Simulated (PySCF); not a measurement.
What an electron can do to BAs

r²SCAN in PySCF with def2-TZVPPD on every atom, for the lowest determinant that a PBE0 search found; no spin–orbit coupling.

| species | state (unpaired electrons) | Re (Å) | ωe (cm⁻¹) | energy of the minimum from the neutral (eV) | De (eV) | dissociates to |
| --- | --- | --- | --- | --- | --- | --- |
| BAs | triplet (σ ↑, π ↑) | 1.847 | 825 | 0.00 | 3.33 | B + As |
| BAs⁺ | quartet (σ ↑, π ↑↑) | 1.966 | 653 | 8.92 | 3.17 | B⁺ + As |

Work out the lowest energy to break BAs into atoms, from its vibrational ground state.

D0 = De − ωe/2 = 3.33 − 0.05 = 3.28 eV (r²SCAN/def2-TZVPPD).

Work out the ionisation energy of the B atom at this level and the threshold of dissociative ionisation.

IE(B) = 8.92 + 3.17 − 3.33 = 8.76 eV, so B⁺ + As + e⁻ appears at D0 + IE(B) = 12.04 eV (r²SCAN/def2-TZVPPD). The measured IE(B) is 8.298 eV (NIST ASD).

These are thermodynamic thresholds; the onsets seen under electron impact lie higher where the geometry changes, and cross-sections peak well above them.

Spin–orbit coupling is left out. For an ion De counts to the pair picked by the measured ionisation energies or electron affinities, which need not be the lowest pair at this level. States were picked by a PBE0 search and need not be the measured ground states.
